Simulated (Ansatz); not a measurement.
AlH$_{4}$NSe, SMILES `[NH2][AlH][SeH]`, 7 atoms. The species carries charge 0 and has multiplicity 1. Correlated methods include outer-core shells of Se, which these sets cover unevenly. Scalar relativity is left out up to krypton. All runs use 2 threads of an Arm Neoverse V2 on a shared host. Correlated methods freeze the cores.

(1) How many basis functions does each run have, and how long does it take in Ansatz? RKS PBE0-D4/def2-SVP energy; RKS ωB97M-V/def2-QZVPP energy; RKS PBE0-D4/def2-TZVP frequencies; RHF-CCSD(T)/def2-TZVPP energy; direct RPA on PBE orbitals/def2-TZVPP energy; RKS PBE0-D4/def2-TZVP relaxation (6 steps); RHF-MP2/def2-QZVPP energy; RHF-CCSD(T)/def2-SVP energy; RKS PBE0-D4/def2-TZVPP energy; RKS PBE0-D4/def2-QZVPP energy; RKS B97M-V/def2-TZVPP energy; RKS BHLYP-D4/def2-TZVPP energy. (Estimate.)

## Answers

(1) Computed: Other jobs shared the machine, so times are rough.

| level | job | functions | wall time | peak host memory (GiB) |
| --- | --- | --- | --- | --- |
| RKS PBE0-D4/def2-SVP | energy | 84 | 1.1 s | 0.15 |
| RHF-CCSD(T)/def2-SVP | energy | 84 | 2.2 s | 0.23 |
| RKS PBE0-D4/def2-TZVPP | energy | 177 | 2.3 s | 0.38 |
| RKS BHLYP-D4/def2-TZVPP | energy | 177 | 2.4 s | 0.37 |
| direct RPA on PBE orbitals/def2-TZVPP | energy | 177 | 3.7 s | 0.33 |
| RKS PBE0-D4/def2-QZVPP | energy | 336 | 6.5 s | 0.93 |
| RKS B97M-V/def2-TZVPP | energy | 177 | 7 s | 0.25 |
| RHF-MP2/def2-QZVPP | energy | 336 | 12 s | 1.2 |
| RKS ωB97M-V/def2-QZVPP | energy | 336 | 16 s | 1.1 |
| RKS PBE0-D4/def2-TZVP | relaxation (6 steps) | 140 | 17 s | 0.31 |
| RHF-CCSD(T)/def2-TZVPP | energy | 177 | 39 s | 1.6 |
| RKS PBE0-D4/def2-TZVP | frequencies | 140 | 73 s | 0.31 |
